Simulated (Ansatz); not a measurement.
Born–Oppenheimer molecular dynamics of CH9BSi3 (14 atoms, charge 0, multiplicity 1). It starts from a relaxed structure.

All numbers below come from UKS PBE-D4/STO-3G in Ansatz 0.2.0.

* ensemble: NVE (velocity Verlet)
* time step: 0.5 fs
* steps asked: 166
* starting velocities drawn for: 300 K
* seed: 343797

Frames 5 fs apart, positions in Å, forces in eV/Å.

Velocities at 20 fs (Å/ps):

```
Si 0.26 0.27 0.73
C 6.56 -3.25 1.02
B -0.27 -0.67 1.42
Si -1.85 1.09 0.30
Si -2.95 0.60 -0.63
H -10.31 -16.30 -5.47
H 6.35 1.23 -10.29
H -14.82 -3.78 10.54
H 4.20 -7.32 -6.24
H 6.46 23.88 -17.94
H 16.67 17.80 4.92
H 13.26 -7.61 -1.97
H 21.80 1.16 5.78
H 7.76 -17.65 -17.91
```

```xyz
14
Properties=species:S:1:pos:R:3:forces:R:3 time_fs=20 energy_less_start_eV=0.200 T=171
Si -1.202 0.771 1.355 0.63 -0.05 -0.78
C -0.583 0.604 -0.497 -0.25 0.85 0.83
B -0.692 -0.838 -0.982 0.28 -1.42 -0.05
Si 1.043 -1.625 -0.354 -0.22 0.36 -0.63
Si 1.373 0.628 -0.573 -0.48 -0.45 0.28
H -0.586 -0.284 2.164 0.01 0.37 -0.02
H -2.637 0.679 1.541 -0.19 -0.22 -0.33
H -0.880 2.121 1.810 0.27 -0.19 0.11
H -1.203 1.323 -1.066 0.18 0.28 -0.02
H -1.472 -1.275 -1.768 0.07 0.23 0.14
H 1.013 -2.217 0.979 0.18 0.15 0.04
H 1.810 -2.507 -1.251 -0.20 0.17 0.27
H 2.031 1.511 0.409 -0.16 -0.12 -0.23
H 1.835 0.971 -1.931 -0.15 0.04 0.39
14
Properties=species:S:1:pos:R:3:forces:R:3 time_fs=25 energy_less_start_eV=0.184 T=182
Si -1.198 0.771 1.354 0.08 -0.22 -1.07
C -0.556 0.599 -0.484 -0.89 1.00 0.78
B -0.690 -0.855 -0.976 0.45 -0.39 -0.08
Si 1.034 -1.619 -0.355 0.27 0.17 -0.25
Si 1.358 0.629 -0.576 0.34 -0.77 0.14
H -0.635 -0.316 2.138 0.17 0.19 0.21
H -2.645 0.658 1.453 -0.04 -0.14 -0.25
H -0.912 2.094 1.879 0.37 0.02 0.12
H -1.153 1.313 -1.086 0.14 0.21 0.15
H -1.437 -1.147 -1.842 -0.06 -0.27 0.06
H 1.111 -2.118 1.014 -0.03 0.04 -0.02
H 1.833 -2.507 -1.211 -0.22 0.08 0.16
H 2.096 1.481 0.384 -0.35 -0.16 -0.28
H 1.841 0.890 -1.941 -0.22 0.24 0.34
14
Properties=species:S:1:pos:R:3:forces:R:3 time_fs=30 energy_less_start_eV=0.224 T=156
Si -1.193 0.770 1.346 -0.30 0.02 -0.59
C -0.546 0.612 -0.456 -0.64 0.20 0.32
B -0.678 -0.879 -0.973 -0.03 1.10 -0.19
Si 1.027 -1.611 -0.359 0.39 0.27 0.69
Si 1.345 0.624 -0.577 -0.18 -1.49 0.07
H -0.648 -0.303 2.154 0.11 -0.03 0.13
H -2.655 0.608 1.311 0.38 0.12 0.09
H -0.865 2.058 1.968 -0.01 -0.20 -0.19
H -1.077 1.354 -1.076 -0.20 0.07 0.12
H -1.405 -1.074 -1.893 0.14 -0.49 0.22
H 1.200 -2.009 1.041 -0.26 -0.03 -0.15
H 1.818 -2.506 -1.149 0.24 -0.49 -0.42
H 2.102 1.436 0.321 0.27 0.50 0.62
H 1.808 0.869 -1.904 0.09 0.45 -0.72
14
Properties=species:S:1:pos:R:3:forces:R:3 time_fs=35 energy_less_start_eV=0.283 T=118
Si -1.189 0.768 1.332 0.50 -0.57 0.39
C -0.547 0.629 -0.422 -0.23 -0.30 -0.66
B -0.667 -0.881 -0.972 -0.07 1.64 0.20
Si 1.024 -1.602 -0.358 1.28 -1.01 -0.26
Si 1.333 0.608 -0.578 1.32 0.40 -0.63
H -0.642 -0.289 2.191 -0.18 0.08 -0.30
H -2.609 0.581 1.189 -0.48 0.18 0.38
H -0.815 1.992 2.019 -0.19 0.30 -0.19
H -1.043 1.406 -1.036 -0.28 -0.18 0.10
H -1.352 -1.112 -1.902 -0.05 -0.34 0.00
H 1.232 -1.910 1.044 -0.26 -0.21 0.19
H 1.826 -2.579 -1.149 -0.48 0.46 0.35
H 2.131 1.462 0.353 -0.51 -0.46 -0.33
H 1.773 0.939 -1.966 -0.36 0.02 0.76
14
Properties=species:S:1:pos:R:3:forces:R:3 time_fs=40 energy_less_start_eV=0.233 T=150
Si -1.183 0.762 1.322 -0.71 -0.03 0.79
C -0.554 0.641 -0.401 0.04 -0.52 -1.28
B -0.657 -0.850 -0.968 -0.13 0.65 0.04
Si 1.031 -1.600 -0.357 0.21 -0.27 0.78
Si 1.329 0.593 -0.584 0.31 0.24 -0.19
H -0.667 -0.275 2.178 0.04 -0.44 0.07
H -2.633 0.599 1.155 0.22 0.23 0.50
H -0.809 1.984 2.021 -0.21 0.23 -0.26
H -1.073 1.424 -0.978 -0.16 -0.09 -0.14
H -1.303 -1.221 -1.897 -0.01 0.28 0.23
H 1.203 -1.855 1.074 -0.18 -0.17 -0.16
H 1.758 -2.587 -1.101 0.31 -0.37 -0.31
H 2.073 1.416 0.347 0.11 0.10 0.31
H 1.676 1.027 -1.912 0.14 0.15 -0.39
14
Properties=species:S:1:pos:R:3:forces:R:3 time_fs=45 energy_less_start_eV=0.214 T=162
Si -1.182 0.755 1.319 -0.44 -0.06 1.38
C -0.561 0.644 -0.404 -0.27 0.00 -1.09
B -0.650 -0.804 -0.963 0.20 -0.77 0.15
Si 1.040 -1.601 -0.352 -0.10 -0.61 0.10
Si 1.330 0.582 -0.592 0.30 0.99 -0.37
H -0.692 -0.334 2.165 -0.05 0.19 -0.13
H -2.631 0.665 1.230 -0.04 0.00 0.19
H -0.847 2.025 1.966 0.04 -0.12 -0.15
H -1.136 1.418 -0.948 0.19 -0.08 -0.20
H -1.266 -1.272 -1.853 -0.32 0.50 -0.13
H 1.136 -1.842 1.079 0.05 -0.18 0.03
H 1.733 -2.648 -1.099 0.04 0.16 0.07
H 2.028 1.382 0.399 0.14 0.11 0.17
H 1.603 1.142 -1.909 0.27 -0.14 0.00
14
Properties=species:S:1:pos:R:3:forces:R:3 time_fs=50 energy_less_start_eV=0.272 T=125
Si -1.185 0.749 1.326 -0.49 0.21 0.51
C -0.572 0.646 -0.428 -0.19 0.40 -0.03
B -0.639 -0.775 -0.955 -0.10 -1.71 -0.31
Si 1.048 -1.608 -0.345 -0.36 -0.67 -0.22
Si 1.333 0.579 -0.602 0.61 1.85 0.16
H -0.720 -0.366 2.133 0.18 0.15 0.14
H -2.636 0.732 1.351 -0.13 -0.22 -0.14
H -0.872 2.051 1.881 0.40 0.01 0.24
H -1.165 1.400 -0.969 0.15 0.12 -0.26
H -1.297 -1.212 -1.830 -0.18 0.32 -0.16
H 1.077 -1.869 1.086 0.18 -0.09 0.02
H 1.725 -2.683 -1.090 -0.08 0.40 0.20
H 2.009 1.365 0.478 -0.25 -0.33 -0.60
H 1.593 1.222 -1.911 0.28 -0.45 0.46
14
Properties=species:S:1:pos:R:3:forces:R:3 time_fs=55 energy_less_start_eV=0.267 T=128
Si -1.192 0.744 1.338 -0.48 0.95 -0.14
C -0.587 0.656 -0.453 0.21 0.21 0.50
B -0.631 -0.781 -0.955 -0.75 -1.11 -0.73
Si 1.053 -1.619 -0.339 -0.98 0.47 0.34
Si 1.339 0.589 -0.611 -0.72 0.06 0.56
H -0.708 -0.364 2.131 0.25 0.02 0.19
H -2.658 0.752 1.441 0.30 -0.22 -0.27
H -0.815 2.066 1.844 0.22 -0.34 0.26
H -1.155 1.400 -1.043 0.10 -0.07 0.06
H -1.363 -1.083 -1.841 0.29 -0.20 0.02
H 1.059 -1.917 1.092 0.18 0.04 -0.15
H 1.717 -2.656 -1.055 0.43 -0.48 -0.45
H 1.959 1.302 0.461 0.49 0.52 0.55
H 1.656 1.218 -1.850 0.47 0.12 -0.76
14
Properties=species:S:1:pos:R:3:forces:R:3 time_fs=60 energy_less_start_eV=0.247 T=141
Si -1.202 0.747 1.349 1.05 0.39 -0.31
C -0.597 0.669 -0.469 0.63 -0.74 0.56
B -0.638 -0.810 -0.968 -0.47 0.35 -0.18
Si 1.051 -1.627 -0.332 -0.14 -0.26 -0.89
Si 1.342 0.603 -0.616 0.13 0.76 0.45
H -0.648 -0.346 2.162 -0.11 0.28 -0.28
H -2.638 0.724 1.473 -0.35 -0.05 -0.13
H -0.708 2.016 1.870 -0.13 -0.06 0.25
H -1.128 1.393 -1.109 -0.16 0.03 0.20
H -1.377 -1.003 -1.861 0.14 -0.71 -0.29
H 1.082 -1.958 1.078 0.09 0.01 0.19
H 1.775 -2.686 -1.086 -0.35 0.58 0.29
H 1.986 1.321 0.511 -0.12 -0.12 -0.43
H 1.808 1.208 -1.896 -0.20 -0.46 0.58
14
Properties=species:S:1:pos:R:3:forces:R:3 time_fs=65 energy_less_start_eV=0.222 T=157
Si -1.204 0.753 1.357 0.70 0.53 -0.74
C -0.597 0.668 -0.474 0.21 -0.85 0.15
B -0.655 -0.834 -0.987 -0.04 0.58 -0.17
Si 1.046 -1.636 -0.331 -0.55 0.85 0.02
Si 1.345 0.622 -0.617 -0.12 -0.47 1.04
H -0.602 -0.289 2.147 -0.03 -0.51 0.03
H -2.665 0.685 1.472 0.29 0.12 -0.06
H -0.631 1.952 1.951 -0.41 0.25 0.02
H -1.131 1.389 -1.124 -0.09 -0.02 0.32
H -1.347 -1.074 -1.929 0.29 -0.34 0.21
H 1.126 -1.992 1.089 -0.02 0.11 -0.20
H 1.781 -2.625 -1.081 0.14 -0.22 -0.27
H 2.002 1.333 0.493 -0.13 -0.02 -0.21
H 1.927 1.116 -1.856 -0.24 0.00 -0.14
14
Properties=species:S:1:pos:R:3:forces:R:3 time_fs=70 energy_less_start_eV=0.247 T=141
Si -1.200 0.763 1.359 1.34 -0.26 -0.27
C -0.592 0.651 -0.476 -0.35 -0.42 0.00
B -0.672 -0.846 -1.008 0.91 0.11 0.38
Si 1.037 -1.639 -0.331 -0.29 1.03 -0.33
Si 1.346 0.636 -0.609 -0.54 -1.64 0.49
H -0.575 -0.320 2.122 -0.35 -0.03 -0.21
H -2.649 0.670 1.455 0.01 0.13 -0.02
H -0.646 1.939 2.034 -0.42 0.15 -0.28
H -1.158 1.385 -1.076 -0.01 0.09 0.02
H -1.264 -1.223 -1.964 -0.15 0.21 0.10
H 1.165 -2.006 1.070 -0.06 -0.02 0.08
H 1.804 -2.590 -1.120 -0.04 -0.05 -0.07
H 2.000 1.352 0.445 0.22 0.46 0.55
H 1.992 1.017 -1.843 -0.27 0.25 -0.43
14
Properties=species:S:1:pos:R:3:forces:R:3 time_fs=75 energy_less_start_eV=0.280 T=120
Si -1.185 0.771 1.359 0.70 -0.75 -0.52
C -0.593 0.626 -0.477 -0.62 0.37 -0.03
B -0.671 -0.856 -1.022 0.93 -0.23 0.49
Si 1.026 -1.633 -0.333 0.44 0.50 -0.47
Si 1.344 0.638 -0.597 0.54 -0.69 0.48
H -0.618 -0.371 2.063 -0.11 0.09 0.13
H -2.629 0.684 1.431 -0.17 0.04 -0.07
H -0.750 1.967 2.060 0.07 0.19 -0.20
H -1.184 1.394 -1.019 0.17 -0.10 -0.19
H -1.209 -1.325 -1.970 -0.33 0.55 0.09
H 1.190 -2.022 1.061 -0.11 -0.05 0.02
H 1.815 -2.566 -1.175 -0.37 0.34 0.34
H 2.020 1.444 0.474 -0.48 -0.38 -0.62
H 1.982 0.972 -1.902 -0.66 0.11 0.55
```

Of the whole run (83 fs, mean temperature of the second half 142 K): The conserved energy stayed within 0.087 meV per atom of its start (net change 0.035 meV per atom), so the integration is sound. Over the second half the temperature averaged 0.47 of the 300 K drawn at the start: a run that starts near a minimum puts about half its kinetic energy into the potential. A run of 0.083 ps of so small a system gives no equilibrium averages. Limits of this set-up: minimal basis.

Time of the run: 13 min on 1 thread of Arm Neoverse V1, on a shared host, peak memory 0.13 GiB.
